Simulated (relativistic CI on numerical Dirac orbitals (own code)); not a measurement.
**Hyperfine structure of Pb⁵⁵⁺, mass number 207**

Computed by Dirac-Coulomb-Breit CI, separate exchange-only KLI orbitals for each configuration, QED by a radiative potential, unscaled Slater integrals (own radial code, finite nucleus).

CI space (outside the closed core [Ne]): 3s2 3p6 3d9, 3s2 3p5 3d10, 3s 3p6 3d10, 3s2 3p6 3d8 4s, 3s2 3p6 3d8 4p, 3s2 3p4 3d10 4s, 3s2 3p6 3d8 4d, 3s2 3p4 3d10 4p, 3s2 3p5 3d9 4s, 3s2 3p6 3d8 4f, 3s2 3p4 3d10 4d, 3s2 3p5 3d9 4p, 3s 3p5 3d10 4s, 3s2 3p6 3d7 4s2, 3s 3p5 3d10 4p, 3s2 3p5 3d9 4d. Levels of other configurations are missing.

Nuclear spin I = 1/2, μ = 0.5906 μN (tables of Stone and Pyykkö). The electronic factors are computed for point nuclear moments, without core polarisation or the Bohr-Weisskopf and QED corrections.

```tsv
Level	E (eV)	A (GHz)
3s2 3p6 3d9 2D_5/2	0.00	64.93
3s2 3p6 3d9 2D_3/2	109.66	169.4
3s2 3p5 3d10 2P°_3/2	550.85	321.1
3s2 3p5 3d10 2P°_1/2	1067.36	3434
3s 3p6 3d10 2S_1/2	1351.34	10500
3s2 3p6 3d8 4s 4F_9/2	2093.95	472
3s2 3p6 3d8 4s 2F_7/2	2097.51	-341.3
3s2 3p6 3d8 4s 2S_1/2	2129.19	3723
```

Levels with J = 0, under 50 % of one LS term, or S terms without an open s electron are left out. Small factors come from cancelling terms and can be off by tens of per cent or more.

At this charge energies of transitions that change n are usually good to better than 1 %, and those within a shell (Δn = 0) to a few per cent.

Give the hyperfine levels of 3s2 3p6 3d9 2D_5/2 relative to its centre of gravity.

With K = F(F + 1) − I(I + 1) − J(J + 1), E = AK/2: F = 2: -113.6, F = 3: 81.16 GHz.

LS names give the leading component of a level, which can be under half, so a name can repeat, a term be missing and a line seem to break the LS rules.
